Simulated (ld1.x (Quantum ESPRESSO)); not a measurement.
**Pseudopotential generation for Br: ultrasoft, PW91, scalar-relativistic.**

- Element: Br (Z = 35)
- Generator: ld1.x (Quantum ESPRESSO) 7.5
- Type: ultrasoft
- Functional: PW91
- Relativity: scalar-relativistic
- Frozen core: [Ar] 3d10
- Valence charge: 7
- Reference configuration: 4s2 4p5
- Partial waves: 4s (bound): rcut 1.45, rcutus 1.60 bohr; 4s channel at -0.45 Ry: rcut 1.45, rcutus 1.60 bohr; 4p (bound): rcut 1.10, rcutus 1.55 bohr; 4p channel at 3.55 Ry: rcut 1.10, rcutus 1.55 bohr
- Local potential: all-electron potential smoothed inside 1.20 bohr (lloc = -1)
- Core correction: Bessel-smoothed model core, default radius (core density twice the valence density)
- Augmentation charge: built from norm-conserving waves at rcut, not smoothed further

All-electron outer shells of the reference configuration (PW91, scalar-relativistic, ld1.x):

```csv
shell,level (eV),outermost node (bohr),outermost maximum (bohr)
3p,-173.56,0.21,0.48
3d,-66.82,–,0.43
4s,-20.21,0.67,1.41
4p,-7.91,0.70,1.66
```

(1) Estimate the cutoffs (Ry, on a coarse ladder) from which the occupation-weighted sum of valence levels, in a spherical-Bessel basis at the reference potential, stays within 10 and 1 mRy of its value at 400 Ry.

(2) What does a ghost test show?

(3) Is the overlap operator S = 1 + Σ q|β⟩⟨β| positive definite (Bessel basis up to 400 Ry)?

(4) Tests: 4s2 4p4; 4s2 4p3; 4s2 4p2; 4s2 4p5.3; 4s2 4p4.5; 4s1 4p5; 4s1 4p6. Which has the largest error in its energy relative to the reference configuration, and how large is it?

Answers

(1) 12 Ry and 35 Ry.

(2) No extra level below or beside the all-electron valence levels (s, p, d, f tested).

(3) Yes: its lowest eigenvalue is 0.30 (s channel).

(4) 4s2 4p2, with -69 meV (all-electron minus pseudo) on +69.52 eV.
